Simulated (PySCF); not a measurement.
# From computed data to an observable: oscillator strength and radiative lifetime

C3H8O2Si, SMILES C=C[Si@@H](O)OC.

Geometry: PBE0-D3(BJ)/def2-SVP. The structure was generated by enumeration; whether it is a known compound was not checked. One conformer was computed; it need not be the lowest.

PySCF with TDA-M06-2X/def2-SVPD puts the first singlet state with f over 0.02 at 7.42 eV (vertical), with the transition dipole (0.934, 0.029, -0.456) in atomic units.

Problem. Find the oscillator strength, the wavelength and the radiative lifetime that this transition would have in vacuum if emission retraced absorption.

Solution. 
|μ|² = 1.0811 au, so |μ| = 2.64 D. ΔE = 7.42/27.211 = 0.2727 hartree. f = (2/3) ΔE |μ|² = 0.197 (the program prints 0.196).
λ = 1239.84/7.42 = 167 nm; ν = 59846 cm⁻¹.
Einstein's coefficient A = 0.6670 ν² f s⁻¹ (ν in cm⁻¹) = 4.7e8 s⁻¹, so τ = 1/A = 2.1 ns. This state is S2; the lower singlet has f = 0.004. The figure is the radiative limit of this one transition; relaxation, internal conversion, crossing to triplets and a medium change what is measured.
